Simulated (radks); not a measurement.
Values are calculated unless marked as measured or tabulated.
Sr, 38 electrons, occupied as [Kr] 5s2. Level of theory: scalar-relativistic Kohn-Sham, PBE, spin-polarised, spherical densities, finite nucleus; Fermi nuclear charge, rms radius 4.224 fm (a radial shooting solver on a logarithmic mesh with Libxc functionals). Some entries of the table are withheld. Estimate them.

orbital,occ.,eigenvalue (hartree),<1/r> (bohr^-1)
1s,2,-585.6759,38.99
2s,2,-79.30467,8.703
2p,6,-70.46662,(1)
3s,2,-12.26595,2.917
3p,6,-9.41349,2.762
3d,10,-4.70449,(2)
4s,2,-1.50304,0.9896
4p,6,-0.83871,0.8474
5s,2,(3),0.2924

Answer. 
(1) 2p <1/r> (bohr^-1): 8.497
(2) 3d <1/r> (bohr^-1): 2.507
(3) 5s eigenvalue (hartree): -0.12959
